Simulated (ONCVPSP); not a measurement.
# Ru, ONCV: configuration errors across variants

ONCVPSP 4.0.1 input, shortened (lines: element, Z, core and valence counts, functional; n l f; lmax; l rc ep ncon nbas qcut; lloc lpopt rc5 dvloc0; l nproj debl; icmod fcfact rcfact), PBE, scalar-relativistic:

```
  Ru 44.00    6    4        4      upf
    1    0    2.00
    2    0    2.00
    2    1    6.00
    3    0    2.00
    3    1    6.00
    3    2   10.00
    4    0    2.00
    4    1    6.00
    4    2    7.00
    5    0    1.00
    2
    0    1.65    0.00    5    9    9.60
    1    1.75    0.00    5    8    9.20
    2    1.75    0.00    4    9    9.80
    4    2    1.25    6.00
    0    2    0.30
    1    3    0.30
    2    2    0.40
    3    2.50    1.45
```

In the p channel the program set the typed energies aside and used -1.706, 0.250, 0.550 Ha.

All-electron excitation energies from the reference (eV): (1) 4s2 4p6 4d7 5s0 7.292; (2) 4s2 4p6 4d6 5s0 25.479; (3) 4s2 4p6 4d5 5s0 56.101; (4) 4s2 4p6 4d6 5s2 1.700.

1 further variants failed, have other tests or too few solved ones, and are left out.

Errors AE − PS in meV (a dash: test not solved or not reliable):

```csv
change,(1),(2),(3),(4),bound ghosts,GHOST(+) flags above zero
base,-1.6,-2.3,-2.5,+0.8,none,"s, p"
d: debl 0.25,-1.6,-2.3,-2.6,+0.8,none,"s, p"
d: debl 0.45,-1.6,-2.3,-2.5,+0.8,none,"s, p"
d: debl 0.6,-1.6,-2.3,-2.5,+0.8,none,"s, p"
d: debl 0.95,-1.6,-2.3,-2.4,+0.8,none,"s, p"
d: debl 1.35,-1.6,-2.2,-2.3,+0.9,none,"s, p"
d: debl 3.3,-1.5,-2.1,-1.9,+0.9,none,"s, p"
d: debl 4.75,-1.5,-2.0,-1.5,+1.0,none,"s, p"
```

Question: Give the same row for: d: debl 2.35.

Answer: -1.6, -2.2, -2.1, +0.9; bound ghosts: none; GHOST(+) flags above zero: s, p.
